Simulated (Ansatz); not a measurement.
The same ligand exchange along the group B, Al, Ga, In.

Isolated molecules relaxed with PBE0-D4/def2-TZVP in Ansatz; ΔE leaves out vibrations. CBS: MP2 limit from def2 TZ/QZ plus the TZ coupled-cluster correction, frozen cores. This one scheme is used for every species. Elements past krypton have def2 core potentials. For Ga, I, In outer-core shells are correlated without core-valence functions, which leaves a few kJ/mol of doubt a bond. Scalar relativity is left out up to krypton.

```
                                         reaction  MP2/CBS(def2) (kJ/mol)  CCSD(T)/CBS(def2) (kJ/mol)
                  `FB(F)Cl` + HI → `FB(F)I` + HCl                      22                          26
`[F][Al]([F])[Cl]` + HI → `[F][Al]([F])[I]` + HCl                       3                           7
`[F][Ga]([F])[Cl]` + HI → `[F][Ga]([F])[I]` + HCl                     -26                         -22
`[F][In]([F])[Cl]` + HI → `[F][In]([F])[I]` + HCl                     -49                         -43
```

Largest T1 diagnostic: 0.016, for `[F][In]([F])[Cl]`.
